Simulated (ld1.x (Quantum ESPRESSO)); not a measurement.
**Ag (Z = 47): from the effect back to the setting (PAW)**

Base potential:

Ag (Z = 47), PAW, made with ld1.x (Quantum ESPRESSO) 7.5 (LDA (PZ), scalar-relativistic). Core [Kr], reference 4d10 5s1 5p0. Waves: 5s (bound): rcut 2.00, rcutus 2.75 bohr; 5s channel at 1.4 Ry: rcut 2.00, rcutus 2.75 bohr; 5p (bound, empty): rcut 2.40, rcutus 2.55 bohr; 5p channel at 1.55 Ry: rcut 2.40, rcutus 2.55 bohr; 4d (bound): rcut 1.10, rcutus 1.50 bohr; 4d channel at -0.1 Ry: rcut 1.10, rcutus 1.50 bohr. Local part: all-electron potential smoothed inside 2.55 bohr (lloc = -2). Core correction: Bessel-smoothed model core inside 1.45 bohr. Augmentation charge: GAUSS, radius 1.25 bohr.

Cutoffs, loose and tight: the cutoffs (Ry, on a coarse ladder) from which the occupation-weighted sum of valence levels, in a spherical-Bessel basis at the reference potential, stays within 10 and 1 mRy of its value at 400 Ry. They do not see the model core or the augmentation charge, which bear on the density cutoff. Test errors are all-electron minus pseudo excitation energies from the reference, over the configurations 4d10 5s0 5p0; 4d9 5s0 5p0; 4d8 5s0 5p0; 4d7 5s0 5p0; 4d9 5s1 5p1; 4d9 5s2 5p0; 4d10 5s0.5 5p0 (two spin-polarised tests are not counted in the largest error); variants that change the core or the reference have their own tests. The largest error is taken over the tests solved by every variant that gives reliable tests at all, those not shown here included: 4d10 5s0 5p0; 4d7 5s0 5p0; 4d8 5s0 5p0; 4d9 5s0 5p0.

Only the scale of all radii but the core radius (base = 1) is moved (1 further runs of the sweep failed or gave no value and are left out):

```json
{"scale of all radii but the core radius (base = 1)": "0.87", "cutoff, loose": "70 Ry", "cutoff, tight": "110 Ry", "bound ghosts": "none", "largest test error (meV)": "-1007"}
{"scale of all radii but the core radius (base = 1)": "1.16", "cutoff, loose": "40 Ry", "cutoff, tight": "60 Ry", "bound ghosts": "none", "largest test error (meV)": "-1198"}
{"scale of all radii but the core radius (base = 1)": "1.21", "cutoff, loose": "35 Ry", "cutoff, tight": "55 Ry", "bound ghosts": "none", "largest test error (meV)": "-1274"}
{"scale of all radii but the core radius (base = 1)": "1.36", "cutoff, loose": "25 Ry", "cutoff, tight": "40 Ry", "bound ghosts": "none", "largest test error (meV)": "-1528"}
```

Q: One more run gave cutoff, loose: 50 Ry; cutoff, tight: 90 Ry; bound ghosts: none; largest test error (meV): -1058. Which value of the scale of all radii but the core radius (base = 1) was used?

A: 1. The loose cutoff moves one way along this sweep, from 70 Ry at 0.87 to 25 Ry at 1.36, which places the run between 0.87 and 1.16.
